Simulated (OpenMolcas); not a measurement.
**Computed levels of Zr²⁺**

- Program: OpenMolcas 26.06
- Method: MS-RASPT2, IPEA 0.25 Eh, imaginary shift 0.1 Eh (closed shells correlated: 4s 4p)
- Basis: ANO-RCC-VTZP [7s6p4d2f1g]
- Scalar Hamiltonian: DKH2, point nucleus
- Active space: 2 electrons in 9 orbitals (RAS2 4d 5s; RAS3 5p, at most 2 electrons)
- State averaging: 2S+1 = 3 even, 15 roots; 2S+1 = 1 even, 21 roots kept (CI in the orbitals of an earlier block); 2S+1 = 3 odd, 18 roots; 2S+1 = 1 odd, 18 roots kept (CI in the orbitals of an earlier block)
- Spin-orbit coupling: state interaction with AMFI integrals over the reference wave functions, term energies averaged over their components

Spin-free terms above the lowest, with the occupations of the reference:

```csv
Configuration,Term,E (cm⁻¹),Occupations
4d²,³F,0.0,4d 2.00
4d²,¹D,4500,4d 1.91 5s 0.10
4d²,³P,8050,4d 2.00
4d²,¹G,10560,4d 2.00
4d 5s,³D,18100,4d 1.00 5s 1.00
4d²,¹S,22540,4d 1.85 5s 0.14 5p 0.01
4d 5s,¹D,24030,4d 1.08 5s 0.90 5p 0.02
5s²,¹S,48420,4d 0.13 5s 1.78 5p 0.09
4d 5p,¹D°,53100,4d 1.00 5p 1.00
4d 5p,³F°,55180,4d 1.00 5p 1.00
4d 5p,³D°,55650,4d 1.00 5p 1.00
4d 5p,³P°,58770,4d 0.97 5s 0.03 5p 1.00
4d 5p,¹P°,59900,4d 0.91 5s 0.09 5p 1.00
4d 5p,¹F°,60230,4d 1.00 5p 1.00
5s 5p,³P°,80180,4d 0.03 5s 0.97 5p 1.00
5s 5p,¹P°,98990,4d 0.09 5s 0.91 5p 1.00
```

With spin-orbit coupling, above the lowest level:

```tsv
Configuration	Term	J	E (cm⁻¹)	Measured (cm⁻¹)	g	Term weight %	Second
4d²	³F	2	0.0	0.0	0.670	99	
4d²	³F	3	704	681	1.084	100	
4d²	³F	4	1527	1486	1.250	100	
4d²	¹D	2	5390	5742	1.007	96	2 ³P
4d²	³P	0	8470	8062		100	
4d²	³P	1	8750	8326	1.501	100	
4d²	³P	2	9260	8838	1.489	98	2 ¹D
4d²	¹G	4	11490	11049	1.000	100	
4d 5s	³D	1	18380	18399	0.499	100	
4d 5s	³D	2	18770	18803	1.166	99	
4d 5s	³D	3	19430		1.334	100	
4d²	¹S	0	23520	23979		100	
4d 5s	¹D	2	24990	25066	1.001	99	
5s²	¹S	0	49330	48507		100	
4d 5p	¹D°	2	53570		0.935	77	21 ³F°
4d 5p	³F°	2	55210	55556	0.741	78	21 ¹D°
4d 5p	³D°	1	55610	55614	0.519	97	3 ¹P°
4d 5p	³F°	3	55760	56075	1.090	97	3 ³D°
4d 5p	³D°	2	56310	56436	1.165	98	
4d 5p	³F°	4	57010	57681	1.251	100	
4d 5p	³D°	3	57060	57347	1.321	96	3 ³F°
4d 5p	³P°	1	59250	59697	1.404	83	15 ¹P°
4d 5p	³P°	0	59440	59945		100	
4d 5p	³P°	2	59900	60356	1.492	98	
4d 5p	¹F°	3	61220	62589	1.006	98	
4d 5p	¹P°	1	61280	62116	1.076	82	17 ³P°
5s 5p	³P°	0	80190	79437		100	
5s 5p	³P°	1	80620	80103	1.501	100	
5s 5p	³P°	2	81540	81554	1.501	100	
5s 5p	¹P°	1	99920		1.001	100
```

Against the 26 measured excited levels shown (Moore, Atomic Energy Levels, vol. II, NSRDS-NBS 35 (1971 reprint of NBS Circular 467, 1952); NIST levels as listed in Rynkun, Gaigalas and Jonsson, Astron. Astrophys. 637, A10 (2020)) the mean absolute deviation is 390 cm-1; the largest miss in energy is 4d 5p ¹F°₃: computed 61220, measured 62589 cm⁻¹ (-2.2 %), and the largest in proportion 4d² ¹D₂ (-6.1 %).

Spin-orbit coupling puts the lowest level 914 cm⁻¹ below the lowest spin-free term.

For ³F the intervals divided by the larger J are 234.8, 205.7 cm-1. Landé's interval rule makes them equal in pure LS coupling; they differ by 13 % of their mean. The multiplet is regular.

CASPT2 does not keep the components of a term degenerate, so their means are used; among the terms shown or strongly mixed into the levels shown the widest spread is 700 cm-1 (4d² ¹G). Terms from blocks run as CI alone lack orbitals of their own. A single d shell beside an s shell can misplace configurations of different d count against each other. The CASPT2 spread within a term exceeds the gap to the next term for 4d 5p ¹P° and 4d 5p ¹F°, so the order of their levels is uncertain. Computed and measured levels are paired by configuration, term and J; levels that our copy of the source lacks, or whose pairing is in doubt (as where it misses far off the trend of its configuration), stay unpaired and out of the deviations. Only configurations of the active space appear. The first state left out of the spin-orbit step lies near 160000 cm-1 above the lowest spin-free state of the reference (among the parities and spins computed), and the list stops at four fifths of that energy or lower.

The term weight is that of the spin-free term in the level, not the purity of its configuration. ° marks odd parity.
